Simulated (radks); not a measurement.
The numbers below are computed, except where a source is named.
Fe2+, configuration [Ar] 3d6.

Level of theory: scalar-relativistic Kohn-Sham, r2SCAN, spin-unpolarised, spherical densities, finite nucleus; meta-GGA in the generalised Kohn-Sham scheme; Fermi nuclear charge, rms radius 3.7377 fm (a radial shooting solver on a logarithmic mesh with Libxc functionals).

Energy parts (eV):
total: -34605.393
kinetic: 35020.860
electron-nucleus: -82310.882
Hartree: 14190.839
exchange-correlation: -1506.210

Orbitals (lengths in bohr, moments of r in powers of bohr; r(max) is where P^2 peaks):
orbital  occ.  eigenvalue (eV)   r(max)  <1/r>       <r^4>
1s          2        -7041.985  0.03827  25.97  0.00005449
2s          2        -847.0890   0.2221  5.577     0.01229
2p          6        -722.9789   0.1799  5.456    0.009444
3s          2        -115.6528   0.7006  1.742      0.9330
3p          6         -80.3451   0.7145  1.599       1.313
3d          6         -25.6063   0.7153  1.238       5.540

The highest occupied level is 3d at -25.606 eV. The density falls to 0.001 e/bohr^3 at r = 3.04 bohr.
